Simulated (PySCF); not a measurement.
BF₂HO, BClHO (calculated)

All values are calculated (PySCF 2.14.0). Calculation on a computer-drawn molecule: vertical ionisation energy to the stated ion spin, frozen-core CCSD(T) at the basis limit and cheaper methods, single-reference cases, UHF for radicals, no spin-orbit; all values are single points at the evaluated structure, the first of each entry, which is the reference or a displaced copy of it and isn't optimised; the reference structure only sets the zero of the energies above reference; triples share is (T) over the correlation energy.

Common to all runs: multiplicity 1; ion multiplicity 2; diffuse functions no; reference is the Hartree-Fock double-zeta minimum; best is HF at quadruple zeta + MP2 correlation extrapolated from triple and quadruple zeta + CCSD(T) minus MP2 at triple zeta; basis step is the size of the change from the same recipe one zeta lower.

(1) BF₂HO

Evaluated structure:
```xyz
5
BF2HO
O      0.7676    -1.6290     0.6623
B      0.8502    -0.5490     1.4157
F      1.6053     0.4898     1.2985
F      0.0576    -0.4770     2.6142
H      1.1584    -1.7603    -0.0326
```

Reference structure:
```xyz
5
BF2HO
O      0.6313    -1.5899     0.8015
B      0.7782    -0.5084     1.5678
F      1.6653     0.4358     1.2868
F      0.0311    -0.3530     2.6401
H      1.2128    -1.6102     0.0556
```

```
charge                                         : 0
basis                                          : cc-pVnZ
ionisation energy best                         : 14.73 eV
ionisation energy basis step                   : 0.09435 eV
energy above reference best                    : 27.79 kcal/mol
energy above reference basis step              : 0.4605 kcal/mol
ionisation energy Koopmans at triple zeta      : 15.95 eV
ionisation energy EOM CCSD at triple zeta      : 14.51 eV
total energy HF triple zeta                    : -299.2775 hartree
total energy CCSD(T) triple zeta               : -300.1350 hartree
total energy best                              : -300.2865 hartree
T1 diagnostic at triple zeta                   : 0.01177
D1 diagnostic at triple zeta                   : 0.04267
ion T1 diagnostic at triple zeta               : 0.04454
ion D1 diagnostic at triple zeta               : 0.2929
ion spin squared at triple zeta                : 0.7561
triples share at triple zeta                   : 0.02974
basis functions triple zeta                    : 134
dipole magnitude HF at triple zeta             : 3.055 debye
dipole magnitude CCSD unrelaxed at triple zeta : 2.888 debye
dipole magnitude PBE at triple zeta            : 2.809 debye
dipole magnitude r2SCAN at triple zeta         : 2.876 debye
dipole magnitude B3LYP at triple zeta          : 2.89 debye
dipole magnitude wB97X at triple zeta          : 2.908 debye
```

Drawn bonds:
```csv
atom,other atom,order
1,2,1
2,3,1
2,4,1
1,5,1
```

Triple zeta:
```csv
method,ionisation energy (eV),energy above reference (kcal/mol)
HF,13.36,26.66
PBE,13.25,28.41
r2SCAN,13.59,28.03
B3LYP,13.94,27.72
wB97X,14.26,27.52
MP2,14.85,28.37
CCSD,14.52,28.33
CCSD(T),14.49,28.47
```

(2) BClHO

Evaluated structure:
```xyz
4
BClHO
O     -1.6282    -1.9668     0.4830
B     -2.4391    -1.0308     0.4014
Cl    -3.4454     0.2327     0.2135
H     -1.5232    -2.7352     1.0434
```

Reference structure:
```xyz
4
BClHO
O     -1.6282    -1.9668     0.4830
B     -2.4391    -1.0308     0.4014
Cl    -3.4454     0.2327     0.2135
H     -1.5232    -2.7352     1.0434
```

```
charge                                    : 1
basis                                     : cc-pV(n+d)Z
ionisation energy best                    : 20.19 eV
ionisation energy basis step              : 0.08771 eV
energy above reference best               : 0 kcal/mol
energy above reference basis step         : 0 kcal/mol
ionisation energy Koopmans at triple zeta : 20.56 eV
ionisation energy EOM CCSD at triple zeta : 20.1 eV
total energy HF triple zeta               : -559.4767 hartree
total energy CCSD(T) triple zeta          : -560.0111 hartree
total energy best                         : -560.0945 hartree
T1 diagnostic at triple zeta              : 0.01406
D1 diagnostic at triple zeta              : 0.03776
ion T1 diagnostic at triple zeta          : 0.02926
ion D1 diagnostic at triple zeta          : 0.137
ion spin squared at triple zeta           : 0.7677
triples share at triple zeta              : 0.0405
basis functions triple zeta               : 113
```

Drawn bonds:
```csv
atom,other atom,order
1,2,1
2,3,1
1,4,1
```

Triple zeta:
```csv
method,ionisation energy (eV),energy above reference (kcal/mol)
HF,19.1,0
PBE,19.74,0
r2SCAN,19.87,0
B3LYP,19.95,0
wB97X,20.07,0
MP2,20.15,0
CCSD,19.97,0
CCSD(T),19.99,0
```

(3) BClHO

Evaluated structure:
```xyz
4
BClHO
O     -1.6596    -1.9540     0.4733
B     -2.4657    -1.0087     0.3907
Cl    -3.4652     0.2219     0.2309
H     -1.5464    -2.7721     0.9963
```

Reference structure:
```xyz
4
BClHO
O     -1.6282    -1.9668     0.4830
B     -2.4391    -1.0308     0.4014
Cl    -3.4454     0.2327     0.2135
H     -1.5232    -2.7352     1.0434
```

```
charge                                    : 1
basis                                     : cc-pV(n+d)Z
ionisation energy best                    : 20.27 eV
ionisation energy basis step              : 0.08779 eV
energy above reference best               : 0.3989 kcal/mol
energy above reference basis step         : 0.04923 kcal/mol
ionisation energy Koopmans at triple zeta : 20.67 eV
ionisation energy EOM CCSD at triple zeta : 20.18 eV
total energy HF triple zeta               : -559.4754 hartree
total energy CCSD(T) triple zeta          : -560.0104 hartree
total energy best                         : -560.0939 hartree
T1 diagnostic at triple zeta              : 0.01385
D1 diagnostic at triple zeta              : 0.03689
ion T1 diagnostic at triple zeta          : 0.03252
ion D1 diagnostic at triple zeta          : 0.1569
ion spin squared at triple zeta           : 0.7724
triples share at triple zeta              : 0.04048
basis functions triple zeta               : 113
```

Drawn bonds:
```csv
atom,other atom,order
1,2,1
2,3,1
1,4,1
```

Triple zeta:
```csv
method,ionisation energy (eV),energy above reference (kcal/mol)
HF,19.23,0.8313
PBE,19.77,0.1535
r2SCAN,19.91,0.1756
B3LYP,20,0.2242
wB97X,20.15,0.2549
MP2,20.26,0.2968
CCSD,20.07,0.4995
CCSD(T),20.07,0.4909
```

(4) BClHO

Evaluated structure:
```xyz
4
BClHO
O     -1.6505    -1.9534     0.4701
B     -2.4108    -0.9888     0.3950
Cl    -3.7667     0.5583     0.1310
H     -1.5095    -2.7317     1.0418
```

Reference structure:
```xyz
4
BClHO
O     -1.6282    -1.9668     0.4830
B     -2.4391    -1.0308     0.4014
Cl    -3.4454     0.2327     0.2135
H     -1.5232    -2.7352     1.0434
```

```
charge                                    : 1
basis                                     : cc-pV(n+d)Z
ionisation energy best                    : 18.56 eV
ionisation energy basis step              : 0.07593 eV
energy above reference best               : 43.58 kcal/mol
energy above reference basis step         : 0.9547 kcal/mol
ionisation energy Koopmans at triple zeta : 19.15 eV
ionisation energy EOM CCSD at triple zeta : 18.52 eV
total energy HF triple zeta               : -559.4030 hartree
total energy CCSD(T) triple zeta          : -559.9433 hartree
total energy best                         : -560.0251 hartree
T1 diagnostic at triple zeta              : 0.01746
D1 diagnostic at triple zeta              : 0.04705
ion T1 diagnostic at triple zeta          : 0.01858
ion D1 diagnostic at triple zeta          : 0.0495
ion spin squared at triple zeta           : 0.766
triples share at triple zeta              : 0.04223
basis functions triple zeta               : 113
```

Drawn bonds:
```csv
atom,other atom,order
1,2,1
2,3,1
1,4,1
```

Triple zeta:
```csv
method,ionisation energy (eV),energy above reference (kcal/mol)
HF,17.31,46.23
PBE,18.43,41.91
r2SCAN,18.46,45.45
B3LYP,18.5,42.87
wB97X,18.44,45.55
MP2,18.42,45.7
CCSD,18.31,43.32
CCSD(T),18.37,42.58
```

(5) BClHO

Evaluated structure:
```xyz
4
BClHO
O     -1.5310    -1.9091     0.6250
B     -2.4002    -1.0527     0.3762
Cl    -3.3839     0.1602     0.1441
H     -1.6482    -2.7394     1.0278
```

Reference structure:
```xyz
4
BClHO
O     -1.6282    -1.9668     0.4830
B     -2.4391    -1.0308     0.4014
Cl    -3.4454     0.2327     0.2135
H     -1.5232    -2.7352     1.0434
```

```
charge                                    : 1
basis                                     : cc-pV(n+d)Z
ionisation energy best                    : 20.44 eV
ionisation energy basis step              : 0.08845 eV
energy above reference best               : 2.394 kcal/mol
energy above reference basis step         : 0.1498 kcal/mol
ionisation energy Koopmans at triple zeta : 20.82 eV
ionisation energy EOM CCSD at triple zeta : 20.34 eV
total energy HF triple zeta               : -559.4735 hartree
total energy CCSD(T) triple zeta          : -560.0070 hartree
total energy best                         : -560.0907 hartree
T1 diagnostic at triple zeta              : 0.01373
D1 diagnostic at triple zeta              : 0.03663
ion T1 diagnostic at triple zeta          : 0.03288
ion D1 diagnostic at triple zeta          : 0.159
ion spin squared at triple zeta           : 0.7749
triples share at triple zeta              : 0.04015
basis functions triple zeta               : 113
```

Drawn bonds:
```csv
atom,other atom,order
1,2,1
2,3,1
1,4,1
```

Triple zeta:
```csv
method,ionisation energy (eV),energy above reference (kcal/mol)
HF,19.41,1.985
PBE,19.92,2.94
r2SCAN,20.06,2.349
B3LYP,20.15,2.651
wB97X,20.3,2.422
MP2,20.44,2.521
CCSD,20.24,2.477
CCSD(T),20.24,2.617
```

(6) BClHO

Evaluated structure:
```xyz
4
BClHO
O     -1.6748    -1.9313     0.5413
B     -2.3909    -1.0580     0.4326
Cl    -3.3413     0.1465     0.2010
H     -1.5869    -2.7515     0.9681
```

Reference structure:
```xyz
4
BClHO
O     -1.6282    -1.9668     0.4830
B     -2.4391    -1.0308     0.4014
Cl    -3.4454     0.2327     0.2135
H     -1.5232    -2.7352     1.0434
```

```
charge                                    : 1
basis                                     : cc-pV(n+d)Z
ionisation energy best                    : 20.33 eV
ionisation energy basis step              : 0.08741 eV
energy above reference best               : 16.82 kcal/mol
energy above reference basis step         : 1.602 kcal/mol
ionisation energy Koopmans at triple zeta : 20.62 eV
ionisation energy EOM CCSD at triple zeta : 20.24 eV
total energy HF triple zeta               : -559.4538 hartree
total energy CCSD(T) triple zeta          : -559.9817 hartree
total energy best                         : -560.0677 hartree
T1 diagnostic at triple zeta              : 0.01162
D1 diagnostic at triple zeta              : 0.03109
ion T1 diagnostic at triple zeta          : 0.02251
ion D1 diagnostic at triple zeta          : 0.1021
ion spin squared at triple zeta           : 0.7648
triples share at triple zeta              : 0.03834
basis functions triple zeta               : 113
```

Drawn bonds:
```csv
atom,other atom,order
1,2,1
2,3,1
1,4,1
```

Triple zeta:
```csv
method,ionisation energy (eV),energy above reference (kcal/mol)
HF,19.2,14.36
PBE,19.96,19.09
r2SCAN,20.09,17.06
B3LYP,20.14,17.08
wB97X,20.2,16.78
MP2,20.29,18.25
CCSD,20.11,17.62
CCSD(T),20.14,18.5
```

(7) BClHO

Evaluated structure:
```xyz
4
BClHO
O     -1.6010    -1.8800     0.4549
B     -2.4511    -0.9711     0.5040
Cl    -3.4479     0.1683     0.1953
H     -1.5267    -2.7515     1.0275
```

Reference structure:
```xyz
4
BClHO
O     -1.6282    -1.9668     0.4830
B     -2.4391    -1.0308     0.4014
Cl    -3.4454     0.2327     0.2135
H     -1.5232    -2.7352     1.0434
```

```
charge                                    : 1
basis                                     : cc-pV(n+d)Z
ionisation energy best                    : 20.34 eV
ionisation energy basis step              : 0.09413 eV
energy above reference best               : 7.138 kcal/mol
energy above reference basis step         : 0.0003036 kcal/mol
ionisation energy Koopmans at triple zeta : 20.78 eV
ionisation energy EOM CCSD at triple zeta : 20.22 eV
total energy HF triple zeta               : -559.4621 hartree
total energy CCSD(T) triple zeta          : -559.9995 hartree
total energy best                         : -560.0832 hartree
T1 diagnostic at triple zeta              : 0.01383
D1 diagnostic at triple zeta              : 0.03679
ion T1 diagnostic at triple zeta          : 0.03402
ion D1 diagnostic at triple zeta          : 0.1603
ion spin squared at triple zeta           : 0.8012
triples share at triple zeta              : 0.04075
basis functions triple zeta               : 113
```

Drawn bonds:
```csv
atom,other atom,order
1,2,1
2,3,1
1,4,1
```

Triple zeta:
```csv
method,ionisation energy (eV),energy above reference (kcal/mol)
HF,19.38,9.152
PBE,19.78,6.297
r2SCAN,19.92,6.555
B3LYP,20.01,6.827
wB97X,20.19,7.118
MP2,20.38,6.884
CCSD,20.15,7.481
CCSD(T),20.14,7.319
```

(8) BClHO

Evaluated structure:
```xyz
4
BClHO
O     -1.6010    -1.8800     0.4549
B     -2.3958    -1.0302     0.5008
Cl    -3.3926     0.1092     0.1921
H     -1.5267    -2.7515     1.0275
```

Reference structure:
```xyz
4
BClHO
O     -1.6282    -1.9668     0.4830
B     -2.4391    -1.0308     0.4014
Cl    -3.4454     0.2327     0.2135
H     -1.5232    -2.7352     1.0434
```

```
charge                                    : 1
basis                                     : cc-pV(n+d)Z
ionisation energy best                    : 20.28 eV
ionisation energy basis step              : 0.08662 eV
energy above reference best               : 15.78 kcal/mol
energy above reference basis step         : 0.9192 kcal/mol
ionisation energy Koopmans at triple zeta : 20.62 eV
ionisation energy EOM CCSD at triple zeta : 20.17 eV
total energy HF triple zeta               : -559.4509 hartree
total energy CCSD(T) triple zeta          : -559.9843 hartree
total energy best                         : -560.0694 hartree
T1 diagnostic at triple zeta              : 0.01256
D1 diagnostic at triple zeta              : 0.03385
ion T1 diagnostic at triple zeta          : 0.02712
ion D1 diagnostic at triple zeta          : 0.1274
ion spin squared at triple zeta           : 0.7701
triples share at triple zeta              : 0.03957
basis functions triple zeta               : 113
```

Drawn bonds:
```csv
atom,other atom,order
1,2,1
2,3,1
1,4,1
```

Triple zeta:
```csv
method,ionisation energy (eV),energy above reference (kcal/mol)
HF,19.19,16.16
PBE,19.84,16.13
r2SCAN,19.97,15.42
B3LYP,20.04,15.55
wB97X,20.14,15.77
MP2,20.25,16.44
CCSD,20.07,16.51
CCSD(T),20.09,16.85
```
